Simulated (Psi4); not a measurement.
Complex: GeH4 (SMILES [GeH4]) (first 5 atoms) with CH3NO (SMILES NC=O); geometry from B3LYP-D3(BJ)/def2-TZVP.
(charge 0, multiplicity 1):
```json
[
 {"atom": "Ge", "x (Å)": "-0.1518", "y (Å)": "-0.5140", "z (Å)": "-0.0019"},
 {"atom": "H", "x (Å)": "-1.4949", "y (Å)": "0.1435", "z (Å)": "0.3230"},
 {"atom": "H", "x (Å)": "0.0505", "y (Å)": "-0.5341", "z (Å)": "-1.5309"},
 {"atom": "H", "x (Å)": "-0.0760", "y (Å)": "-1.9445", "z (Å)": "0.5369"},
 {"atom": "H", "x (Å)": "0.9963", "y (Å)": "0.3265", "z (Å)": "0.5924"},
 {"atom": "N", "x (Å)": "1.1694", "y (Å)": "0.6414", "z (Å)": "3.6725"},
 {"atom": "C", "x (Å)": "0.0456", "y (Å)": "-0.0391", "z (Å)": "3.9966"},
 {"atom": "O", "x (Å)": "-0.7019", "y (Å)": "-0.5644", "z (Å)": "3.2005"},
 {"atom": "H", "x (Å)": "1.4282", "y (Å)": "0.7353", "z (Å)": "2.7027"},
 {"atom": "H", "x (Å)": "1.7486", "y (Å)": "1.0561", "z (Å)": "4.3805"},
 {"atom": "H", "x (Å)": "-0.1321", "y (Å)": "-0.0722", "z (Å)": "5.0867"}
]
```

Method: Psi4 with SAPT0/aug-cc-pVDZ.

### Question
Give the four SAPT terms and the total, and say what mostly holds the pair together.

### Answer
electrostatics -148.2, exchange 200.4, induction -62.5, dispersion -117.6, total -127.9 meV; the largest attraction is electrostatics.
